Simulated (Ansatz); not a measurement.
```yaml
crystal:
  periodic: [false, false, false]
  atoms:
    - {symbol: Cr, position_ang: [-0.000404, -0.000232, -0.000004]}
    - {symbol: I, position_ang: [-0.015477, -0.019539, 2.456927]}
    - {symbol: I, position_ang: [0.015881, 0.019781, -2.456921]}
basis:
  gaussian: {orbitals: def2-TZVP, initial_orbitals: start.molden}
hamiltonian: {xc: pbe}
correlation: {method: rpa}
scf: {omitted_lower_state_checks: [starts]}
```

The file start.molden holds the orbitals of an earlier run on this structure, at another level or in another basis.

```sh
$ ansatz run in.yaml --threads 4 --pin off --events-out ev --progress --plain --max-ram 3916MiB
```

Shortened log:

```
Functional definition: PBE
1387 factors; integrals over basis functions are off by at most 2.3e-4 eV
mean field evaluation 1: about -44616.3209 eV, gradient 8.9e0 eV
mean field evaluation 2: about -44616.6094 eV, gradient 1.1e0 eV
mean field evaluation 4: about -44616.6121 eV, gradient 5.6e-2 eV
mean field evaluation 8: about -44616.6121 eV, gradient 7.0e-6 eV
mean field evaluation 16: about -44616.6121 eV, gradient 2.4e-7 eV
mean field evaluation 32: about -44616.6121 eV, gradient 4.1e-7 eV
mean field -44616.61209723 eV, -1639.6302523472 hartree, gradient 1.2e-10 eV, S^2 0.000000; 1 other end points of the search recorded, 0 dependent functions left out; unrestricted orbitals would lower it
13 core orbitals not correlated: weight in the atoms' cores, before any rotation towards them, 1.000 or more for the frozen orbitals, at most 0.000 for the correlated occupied ones
reference -44531.03213108 eV, -1636.4852465997 hartree; 24, 24 occupied and 108, 108 virtual orbitals, 1387 factors
Error: the energy between an occupied orbital and the lowest state that it is excited into in its spin channel is -0.0636 eV and must be positive: a state without a gap has no random-phase energy
```

**Question.** Can the result of this run be used?

**Answer.** No. The run stopped with an error. The reference has no gap: an occupied orbital lies above an empty one, and the correlation energy can't be formed.
